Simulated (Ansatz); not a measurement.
`[OH][Mg][Cl]` + `[OH][Ga]([Cl])[O][SiH3]` → `[SiH3][O][Mg][Cl]` + `[OH][Ga]([OH])[Cl]`  (redistribution)

Calculated with Ansatz (gas phase, PBE0-D4/def2-TZVP geometries, no zero-point term in ΔE). CCSD(T)/CBS adds triple-zeta CCSD(T) − MP2 to the extrapolated MP2 energy (def2 sets, frozen cores). DFT in def2-TZVPP. For Ga, Mg outer-core shells are correlated without core-valence functions, which leaves a few kJ/mol of doubt a bond. Scalar relativity is left out up to krypton. One conformer a species, not always the lowest.

Task: Is it downhill or uphill in electronic energy at CCSD(T)/CBS, and by how much? (Best estimate.)

Result: The calculation gave: Downhill: ΔE = -23.0 kJ/mol.

Task: What do these levels give: PBE-D4, PBE0-D4, ωB97X-V, PBE, CCSD(T)/def2-TZVPP, MP2/def2-QZVPP? (An estimate is asked.)

Result: The calculation gave: PBE-D4 -23.0, PBE0-D4 -21.5, ωB97X-V -20.2, PBE -25.7, CCSD(T)/def2-TZVPP -21.7, MP2/def2-QZVPP -21.6 kJ/mol.

Largest T1 diagnostic among the species: 0.013.

The D4 term adds +4.3 kJ/mol with B3LYP and +2.5 kJ/mol with PBE0; it sums over pairs of atoms, weighted by their polarisabilities, and B3LYP, whose exchange is more repulsive, gets the larger term.

B3LYP here is the variant with VWN-RPA as its local correlation; programs differ in this.
